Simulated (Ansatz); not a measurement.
Reaction (ligand exchange at the Si–C bond): `FB1SC1[SiH3]` + `[OH][Sc]([Cl])[Cl]` → `[SiH3][O][Sc]([Cl])[Cl]` + `FB1CS1`

Calculated with Ansatz (gas phase, PBE0-D4/def2-TZVP geometries, no zero-point term in ΔE). CBS: MP2 limit from def2 TZ/QZ plus the TZ coupled-cluster correction, frozen cores. DFT in def2-TZVPP. For Sc outer-core shells are correlated without core-valence functions, which leaves a few kJ/mol of doubt a bond. Scalar relativity is left out up to krypton. One conformer a species, not always the lowest.

(1) Is it downhill or uphill in electronic energy at CCSD(T)/CBS, and by how much? (An estimate is asked.)

(2) What do these levels give: r2SCAN-D4, ωB97X-V, ωB97M-V, PBE, r2SCAN, HF/def2-TZVPP, MP2/def2-TZVPP, SCS-MP2/def2-TZVPP, CCSD(T)/def2-TZVPP, HF/def2-QZVPP, MP2/def2-QZVPP, SCS-MP2/def2-QZVPP? (Best estimate.)

Largest T1 diagnostic among the species: 0.015.

Answers

(1) Ansatz gave: Downhill: ΔE = -1.06 eV.

(2) Computed: r2SCAN-D4 -1.03, ωB97X-V -1.03, ωB97M-V -1.02, PBE -0.94, r2SCAN -1.04, HF/def2-TZVPP -1.27, MP2/def2-TZVPP -1.04, SCS-MP2/def2-TZVPP -1.09, CCSD(T)/def2-TZVPP -1.05, HF/def2-QZVPP -1.30, MP2/def2-QZVPP -1.05, SCS-MP2/def2-QZVPP -1.11 eV.

In def2-TZVPP, CCSD(T) changes the Hartree–Fock value by +0.22 eV (the triples alone add +0.03 eV) and MP2 by +0.23 eV. From PBE to PBE0 (25 % exact exchange), in def2-TZVPP and without D4, ΔE moves by −0.04 eV.
